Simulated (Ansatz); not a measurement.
Consider the redistribution: `COB(OC)OC` + `C[O][Sn]([OH])([O]C)[O]C` → `COB(O)OC` + `C[O][Sn]([O]C)([O]C)[O]C`.

Calculated with Ansatz (gas phase, PBE0-D4/def2-TZVP geometries, no zero-point term in ΔE). CCSD(T)/CBS is the MP2 limit (def2-TZVPP, def2-QZVPP) plus CCSD(T) − MP2 in def2-TZVPP, frozen cores. DFT in def2-TZVPP. HSE06 is defined as in plane-wave codes. def2 core potentials past Kr. For Sn outer-core shells are correlated without core-valence functions, which leaves a few kJ/mol of doubt a bond. One conformer a species, not always the lowest.

(1) Is it downhill or uphill in electronic energy at CCSD(T)/CBS, and by how much? (Estimate.)

(2) What do these levels give: LDA (SPW92), HSE06-D4, ωB97X-V, B2PLYP, r2SCAN, BHLYP, RPA@PBE/def2-TZVPP, MP2/def2-SVP, CCSD(T)/def2-SVP, MP2/def2-TZVPP, SCS-MP2/def2-QZVPP, CCSD/CBS(def2)? (An estimate is asked.)

Largest T1 diagnostic among the species: 0.014.

Answers

(1) Computed: Uphill: ΔE = +7.4 kJ/mol.

(2) Computed: LDA (SPW92) 9.0, HSE06-D4 6.5, ωB97X-V 8.3, B2PLYP 8.0, r2SCAN 7.5, BHLYP 9.9, RPA@PBE/def2-TZVPP 6.6, MP2/def2-SVP 3.2, CCSD(T)/def2-SVP 3.9, MP2/def2-TZVPP 6.8, SCS-MP2/def2-QZVPP 7.5, CCSD/CBS(def2) 8.0 kJ/mol.

Leaving LDA and LC-ωPBE aside and taking each functional with its dispersion term where it has one, the values, not all of them listed here, spread over 3.6 kJ/mol, from revPBE-D4 to CAM-B3LYP-D4. At CCSD(T), def2-SVP lies −3.5 kJ/mol from the extrapolated value and def2-TZVPP −0.2 kJ/mol.
